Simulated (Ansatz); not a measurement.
Consider the homolysis of the O–Si bond: `CO[SiH2]N` → `C[O]`• + `N[SiH2]`•.

Calculated with Ansatz (gas phase, PBE0-D4/def2-TZVP geometries, no zero-point term in ΔE). CCSD(T)/CBS is the MP2 limit (def2-TZVPP, def2-QZVPP) plus CCSD(T) − MP2 in def2-TZVPP, frozen cores. This one scheme is used for every species. DFT in def2-TZVPP. No spin–orbit coupling; open shells (•) take unrestricted orbitals. One conformer a species, not always the lowest.

`CO[SiH2]N`:

Z-matrix (Å, degrees):
```
C
O 1 1.406
H 1 1.096 2 111.5
H 1 1.097 2 111.6 3 121.4
H 1 1.092 2 108.5 3 -119.3
Si 2 1.645 1 122.7 3 -65.4
N 6 1.706 2 116.5 1 62.3
H 6 1.489 2 109.1 1 -56.3
H 6 1.479 2 103.1 1 -177.3
H 7 1.005 6 122.3 2 -93.4
H 7 1.006 6 123.2 2 68.6
```

`C[O]`•:

Z-matrix (Å, degrees):
```
C
O 1 1.355
H 1 1.100 2 113.5
H 1 1.108 2 105.3 3 -115.7
H 1 1.100 2 113.5 3 128.6
```

`N[SiH2]`•:

Cartesian coordinates in Å:
```
N 0.598 0.158 0.592
Si -0.390 -0.331 -0.734
H 0.837 -0.506 1.312
H 1.348 0.814 0.445
H -1.574 -1.043 -0.166
H -0.819 0.908 -1.448
```

| level | ΔE (kJ/mol) |
| --- | --- |
| PBE-D4 | 465.7 |
| SCS-MP2/def2-TZVPP | 525.7 |

**Question.** What does CCSD(T)/CBS give? (Estimate.)

**Answer.** Computed: +513.9 kJ/mol. The listed levels differ from it by -48.2, 11.8 kJ/mol.

Largest T1 diagnostic among the species: 0.019.

From PBE to PBE0 (25 % exact exchange), in def2-TZVPP and without D4, ΔE moves by +8.0 kJ/mol. The D4 term adds +12.0 kJ/mol with B3LYP and +6.7 kJ/mol with PBE0; it sums over pairs of atoms, weighted by their polarisabilities, and B3LYP, whose exchange is more repulsive, gets the larger term.

B3LYP here is the variant with VWN-RPA as its local correlation; programs differ in this.
